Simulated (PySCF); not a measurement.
Cost against size for one kind of job: PySCF 2.14.0, PBE0-D3(BJ)/def2-SVP geometry optimisation, gas phase, def2 core potentials past Kr; work: geometry optimisation from a GFN2-xTB start shaken at random. Hardware: one thread, Arm Neoverse V1 (aarch64) (shared host). Times come from a shared host and carry two figures at best. Peak memory is the resident size of the whole Python process, interpreter and libraries included.

```tsv
species (SMILES)	atoms	electrons	basis functions	SCF cycles	gradient evaluations	wall time	peak memory
[Cl][In-]([Cl])([Cl])[Cl]	5	118	98	56	10	47 s	0.40 GiB
C=C[CH2][Al]([F])[F]	11	54	113	91	13	65 s	0.47 GiB
F/C=C(/F)[CH2][AlH2]	11	54	113	87	13	62 s	0.47 GiB
[SiH3][NH][GeH2][SH]	11	76	117	80	13	79 s	0.50 GiB
BC[C@@H](Cl)C=C	14	54	128	86	13	?	?
FB[C@H]1CC[Se]1	12	72	132	60	9	76 s	0.52 GiB
```

Problem. Estimate the withheld figures.

Solution. `BC[C@@H](Cl)C=C`: 1.7 min, 0.54 GiB.

Problem. Which species took longest, and how many times the shortest run?

Solution. `BC[C@@H](Cl)C=C`, at 1.7 min: about 2.2 times the shortest (47 s).
